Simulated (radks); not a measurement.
Lu LVIII, 14 electrons, occupied as [Ne] 3s2 3p2.

All-electron calculation, scalar-relativistic Kohn-Sham, LDA (Slater exchange, Perdew-Wang correlation), spin-polarised, spherical densities, point nucleus; open shells are filled with parallel spins first (spin-orbit coupling, left out, can overturn this in heavy ions). Program: a radial shooting solver on a logarithmic mesh with Libxc functionals.

Energy parts (eV):
part                      energy
total                 -298824.17
kinetic                333935.17
electron-nucleus      -657559.32
Hartree                 28559.16
exchange-correlation    -3759.18

Orbitals (lengths in bohr, moments of r in powers of bohr; <r^-3> diverges for s and p1/2; r(90%) holds 90 % of the orbital's charge):
1s up: occ. 1; eigenvalue (eV) -67667.15; <r^2> 0.0005121; r(90%) 0.0351
1s down: occ. 1; eigenvalue (eV) -67659.25; <r^2> 0.0005120; r(90%) 0.0351
2s up: occ. 1; eigenvalue (eV) -15030.07; <r^2> 0.007721; r(90%) 0.125
2s down: occ. 1; eigenvalue (eV) -15022.99; <r^2> 0.007714; r(90%) 0.125
2p up: occ. 3; eigenvalue (eV) -13776.31; <r^-3> 17300; <r^2> 0.006282; r(90%) 0.117
2p down: occ. 3; eigenvalue (eV) -13767.81; <r^-3> 17300; <r^2> 0.006278; r(90%) 0.117
3s up: occ. 1; eigenvalue (eV) -6065.880; <r^2> 0.04328; r(90%) 0.283
3s down: occ. 1; eigenvalue (eV) -6042.165; <r^2> 0.04334; r(90%) 0.283
3p up: occ. 2; eigenvalue (eV) -5692.548; <r^-3> 4734; <r^2> 0.04199; r(90%) 0.282
3p down: occ. 0; eigenvalue (eV) -5668.806; <r^-3> 4730; <r^2> 0.04206; r(90%) 0.283

The highest occupied level is 3p up at -5692.5 eV. Spin moment in Bohr magnetons: 2. Summed over all electrons, <r^2> = 0.2247 bohr^2, which gives a Langevin (diamagnetic) susceptibility term of -0.178 x 10^-6 cm^3/mol.
